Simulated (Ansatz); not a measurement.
`C#[C][GeH2][Cl]` + NH₃ → `C#[C][GeH2][NH2]` + HCl at 500 K and 1 bar (ligand exchange at a Ge–Cl bond).

Isolated molecules relaxed with PBE0-D4/def2-TZVP in Ansatz; ΔE leaves out vibrations. CCSD(T)/CBS is the MP2 limit (def2-TZVPP, def2-QZVPP) plus CCSD(T) − MP2 in def2-TZVPP, frozen cores. This one scheme is used for every species. For Ge outer-core shells are correlated without core-valence functions, which leaves a few kJ/mol of doubt a bond. Scalar relativity is left out up to krypton. Each species was taken in one conformer, which may not be the lowest.

```json
{"species": "`C#[C][GeH2][Cl]`", "CCSD(T)/CBS energy (Eh)": "-2613.77047", "H − E (kJ/mol)": "132.6", "S (J/(mol·K))": "375.5"}
{"species": "NH₃", "CCSD(T)/CBS energy (Eh)": "-56.50880", "H − E (kJ/mol)": "108.2", "S (J/(mol·K))": "211.8"}
{"species": "`C#[C][GeH2][NH2]`", "CCSD(T)/CBS energy (Eh)": "-2209.87304", "H − E (kJ/mol)": "201.8", "S (J/(mol·K))": "385.6"}
{"species": "HCl", "CCSD(T)/CBS energy (Eh)": "-460.38127", "H − E (kJ/mol)": "32.5", "S (J/(mol·K))": "201.9"}
```

H − E and S are ideal-gas, rigid-rotor, harmonic terms from PBE0-D4/def2-TZVP, for one conformer and one mirror image of each species. 1 Eh = 2625.50 kJ/mol, R = 8.31446 J/(mol·K).

By hand: ΔE, ΔH, ΔS and ΔG.

ΔE = (-2209.87304) + (-460.38127) − (-2613.77047) − (-56.50880) = 0.02496 Eh = 65.5 kJ/mol. Δ(H − E) = 201.8 + 32.5 − 132.6 − 108.2 = -6.5, so ΔH = 59.0 kJ/mol. ΔS = 385.6 + 201.9 − 375.5 − 211.8 = 0.2 J/(mol·K). ΔG = 59.0 − 500 × (0.2)/1000 = 58.9 kJ/mol.

By hand: the equilibrium constant, and the temperature at which ΔG would vanish if ΔH and ΔS stayed fixed.

log₁₀ K = −ΔG/(RT ln 10) = -6.2. ΔG = 0 at ΔH/ΔS = 295000 K, far beyond where these terms or the molecules hold.

The number of gas molecules stays the same, so ΔS is small and ΔH decides. A doubt of 5 kJ/mol in ΔE shifts log₁₀ K by 0.5 here. Other conformers and mirror images would add mixing entropy, several J/(mol·K) or more a flexible species. These are equilibria of isolated gas molecules and say nothing of rates. Largest T1 diagnostic: 0.012 (customary marks: 0.02 for closed shells, 0.045 for open ones).
